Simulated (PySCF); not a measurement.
C₆ coefficients of unlike pairs at UHF

Calculated with PySCF 2.14 from the dipole response of each species, C₆(A,B) = (3/π) ∫ α_A(iu) α_B(iu) du, in atomic units, from isotropic polarisabilities. For ions this is the dispersion term alone; charge-induced terms of lower order in 1/R come first.

```json
{"species": "In(2+)", "configuration": "[Kr] 4d10 5s1 (2S)", "basis": "aug-cc-pVQZ-PP with one added diffuse shell each of s, p, d, f, g type with ECP28MDF (8s8p6d4f3g)", "relativity": "core potential", "α (bohr³)": "17.49", "C₆ (like pair)": "78.23"}
{"species": "Rh(2+)", "configuration": "[Kr] 4d7 (4F)", "basis": "aug-cc-pwCVDZ-PP with ECP28MDF (6s6p5d3f)", "relativity": "core potential", "α (bohr³)": "6.514", "C₆ (like pair)": "34.12"}
{"species": "Nb", "configuration": "[Kr] 4d4 5s1 (6D)", "basis": "aug-cc-pVTZ-PP with one added diffuse shell each of s, p, d, f, g type with ECP28MDF (7s7p6d4f3g)", "relativity": "core potential", "α (bohr³)": "132.2", "C₆ (like pair)": "1610"}
{"species": "Sn+", "configuration": "[Kr] 4d10 5s2 5p1 (2P)", "basis": "aug-cc-pVTZ-DK3 (8s7p5d2f)", "relativity": "spin-free X2C", "α (bohr³)": "28.95", "C₆ (like pair)": "222.8"}
```

(1) Estimate C₆ for Nb with In(2+).

No spin-orbit coupling is included.

The other pairs:

| pair | C₆ |
| --- | --- |
| Nb, Rh(2+) | 162.4 |
| Sn+, Nb | 546.1 |
| Rh(2+), In(2+) | 47.17 |
| Sn+, Rh(2+) | 76.61 |
| Sn+, In(2+) | 131.2 |

## Answers

(1) The integral gives 322.4. The combination rule 2 C_A C_B / (C_A α_B/α_A + C_B α_A/α_B) gives 313.2 and the geometric mean 354.9.
